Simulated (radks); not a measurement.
Question: These are the eigenvalues of the occupied orbitals of an atom or ion with whole-number occupations (hartree). Calculated with a radial shooting solver on a logarithmic mesh with Libxc functionals: non-relativistic Kohn-Sham, LB94 model potential, spin-polarised, spherical densities, point nucleus.

orbital  eigenvalue
1s down   -1691.982
1s up     -1691.414
2s up     -392.0789
2s down   -389.2866
2p up     -384.5347

Which element is it, and in what charge state? The configuration may be excited. Open shells, if any, are filled with parallel spins first.

Answer: Z = 60, neodymium, charge +53: Nd53+ in [He] 2s2 2p3. The list shows which subshells hold electrons but not how many an open one holds; the 1s level, -1692 hartree, gives Z - s = 58.2 by -(Z - s)^2/2, which with screening narrows Z to a few neighbours, and the depths of the outer levels then fix element, charge and occupations together.
